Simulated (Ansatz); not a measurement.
Molecule: C2H10O4Si2 (charge 0, singlet). 
Coordinates optimised at B3LYP-D3(BJ)/def2-TZVP (Ansatz, an electronic-structure program):
```xyz
18

C     -1.5861    -0.8742     1.8498
Si    -1.5995    -0.8159    -0.0148
C     -2.6944     0.5548    -0.6484
O     -0.0585    -0.5848    -0.5797
Si     1.2517     0.2927    -0.2219
O      2.1671     0.4667    -1.5696
O      0.6883     1.6997     0.3997
O      2.2272    -0.3752     0.9074
H     -2.5848    -1.0820     2.2415
H     -0.9110    -1.6508     2.2143
H     -1.2525     0.0822     2.2583
H     -2.0439    -2.1194    -0.5660
H     -2.3367     1.5205    -0.2846
H     -2.6999     0.5829    -1.7399
H     -3.7250     0.4218    -0.3107
H      1.7059     0.5669    -2.4057
H      1.3236     2.2727     0.8361
H      2.8838    -1.0049     0.5998
```
Charge 0, spin multiplicity 1.

Basis-set convergence of Hartree-Fock and CCSD correlation energies (hartree) with Ansatz. Cores are frozen in the correlated levels unless marked. No spin-orbit coupling. Non-relativistic.

```
basis            functions       E(HF)  E(corr, CCSD)
---------------  ---------  ----------  -------------
aug-cc-pV(D+d)Z        292  -959.24176       -1.36391
aug-cc-pV(T+d)Z        616         ___            ___
```

### Question
What belongs in the gaps?

### Answer

- aug-cc-pV(T+d)Z, E(HF): -959.39151
- aug-cc-pV(T+d)Z, E(corr, CCSD): -1.62547
